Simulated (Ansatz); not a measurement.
Frontier orbitals of C2H5F3OSi, SMILES `FC(F)(F)CO[SiH3]`.

The species carries charge 0 and has multiplicity 1. The structure was optimised at the PBE0-D4/def2-TZVP level. It is one conformer, not always the lowest. Basis def2-TZVPP, the Gaussian-basis code of Ansatz.

| functional | HOMO (eV) | LUMO (eV) | gap (eV) |
| --- | --- | --- | --- |
| PBE | -7.24 | -1.01 | 6.23 |
| BLYP | -7.17 | -0.88 | 6.29 |
| PBE0 | -8.80 | -0.14 | 8.66 |
| LC-ωPBE | -11.59 | 2.04 | 13.63 |
| ωB97X-V | -11.28 | 1.89 | 13.17 |
| ωB97M-V | -11.17 | 1.55 | 12.72 |

From PBE to PBE0 the HOMO moves by −1.56 eV and the LUMO by +0.87 eV, and with ωB97M-V by −3.93 and +2.56 eV, so the gap grows from 6.24 to 12.72 eV with exact exchange. A positive LUMO is unbound and depends on the basis.

LC-ωPBE has ω = 0.4 bohr⁻¹.
